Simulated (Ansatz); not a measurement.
## Worked example: SiH(CH3)Cl2 + CH8O3Si2 → CH6Cl2Si2 + CH6O3Si

Species: SiH(CH3)Cl2 (methyldichlorosilane), singlet; CH8O3Si2 `CO[SiH](O)O[SiH3]`, singlet; CH6Cl2Si2 `[SiH3]C[SiH](Cl)Cl`, singlet; CH6O3Si `CO[SiH](O)O`, singlet. The partners trade H for SiH3: C–H and O–SiH3 bonds give way to C–SiH3 and O–H.

Shapes, held fixed at every level: PBE0-D4/def2-TZVP. Flexible molecules stand in one conformer, not always the lowest. Programs: Ansatz 0.2.0. Electronic energies: no zero-point or thermal term.

At CCSD(T)/CBS estimate; 1 Eh = 2625.50 kJ/mol:

```
    species   energy (Eh)
SiH(CH3)Cl2  -1249.214501
   CH8O3Si2   -846.730003
  CH6Cl2Si2  -1539.495628
    CH6O3Si   -556.410632
```

Problem. Work out ΔE of the reaction at this level.

Solution. 
1. Products less reactants: (-1539.495628) + (-556.410632) − [(-1249.214501) + (-846.730003)] = 0.038244 Eh = +100.4 kJ/mol.

Other levels give +92.0 (PBE0-D4/def2-TZVPP) to +106.5 kJ/mol (B2PLYP/def2-TZVPP). No measured value is set beside it here. The CBS estimate extrapolates MP2 from def2-TZVPP and def2-QZVPP and adds CCSD(T) − MP2 in the triple-zeta set, cores frozen.
